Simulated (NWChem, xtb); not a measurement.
# CH3NSn (SMILES N#[C][SnH3]): the dipole moment, rung by rung

CH3NSn: 6 atoms, total charge 0, spin state singlet. SMILES: `N#[C][SnH3]`. The coordinates come from a PBE0-D4/def2-TZVP relaxation.

Quantity: the dipole moment, in D. The values are calculated.

```tsv
level	kind	program	value (D)	CPU time
GFN2-xTB	semi-empirical	xtb	3.62	under 2 s
GFN0-xTB	semi-empirical	xtb	4.99	under 2 s
GFN1-xTB	semi-empirical	xtb	4.13	under 2 s
HF/3-21G	Hartree–Fock	NWChem	4.11	5.7 s
HF/def2-SVP (core potential)	Hartree–Fock	NWChem	4.41	11 s
HF/def2-SVPD (core potential)	Hartree–Fock	NWChem	4.51	22 s
PBE/def2-SVP (core potential)	GGA	NWChem	3.93	21 s
PBE/def2-SVPD (core potential)	GGA	NWChem	4.17	23 s
BP86/def2-TZVP (core potential)	GGA	NWChem	4.17	33 s
BP86/def2-TZVPP (core potential)	GGA	NWChem	4.17	45 s
```

All-electron rows without a relativistic Hamiltonian named are non-relativistic, while core potentials hold scalar relativity, so basis and relativity change together. The values span 3.62 to 4.99 D. Magnitudes only. Sets without polarisation functions give poor dipoles. CPU times are rough (shared hosts, several kinds of processor): they show what a rung costs within a factor of a few.
